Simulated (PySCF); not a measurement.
**Relaxation of triplet ReSe₂⁺**

These are results of PySCF, UPBE0, basis Re def2-TZVP with ECP60, Se def2-TZVP (scalar-relativistic core potentials, no spin–orbit coupling, density fitting), not measurements. A (50,194) grid was used.

A hand-made bent start, of C2v symmetry, held to at least that symmetry:

Coordinates in bohr (charge 1 multiplicity 3):
```
Re    0.0000    0.0000   -1.1065
Se    3.4285    0.0000    1.2942
Se   -3.4285    0.0000    1.2942
```

(1) What does it relax to?

(2) How much energy is released, and in how many steps?

Results:

(1) It ends at C2v with Re–Se 2.193 Å (×2); Se–Re–Se 111.6°. A frequency run shows a minimum.

(2) 1.8 kJ/mol in 3 steps.

With open d or f shells other occupations or spin states may lie lower. Spin–orbit coupling, left out here, can matter for elements this heavy.
